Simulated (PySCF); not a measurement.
## Interval between two levels of Ag by level of theory

Ag [Kr] 4d10 5s1 [2S1/2, M_J = 1/2] → Ag [Kr] 4d9 5s1 5p1 [4F9/2, M_J = 9/2], as a difference of total energies. Calculation: PySCF 2.14, in x2c-TZVPall-2c; the two-component X2C-1e Hamiltonian. Correlated levels: [Ar] 3d10 frozen; the 6 highest virtual spinors dropped. "Screened" scales the spin-orbit matrix elements by Boettger's factors to mimic the two-electron term; Breit and QED terms are absent.

```
                    method  interval between two levels (cm⁻¹)
           GHF (spin-free)                               48378
          GMP2 (spin-free)                               58056
 GHF (screened spin-orbit)                               46997
GMP2 (screened spin-orbit)                               56627
```

The labels give the starting determinants; with spin-orbit coupling the two ends relaxed to ⟨J²⟩ = 0.75, ⟨L²⟩ = 0.02, ⟨S²⟩ = 0.77 and ⟨J²⟩ = 24.77, ⟨L²⟩ = 12.03, ⟨S²⟩ = 3.77.
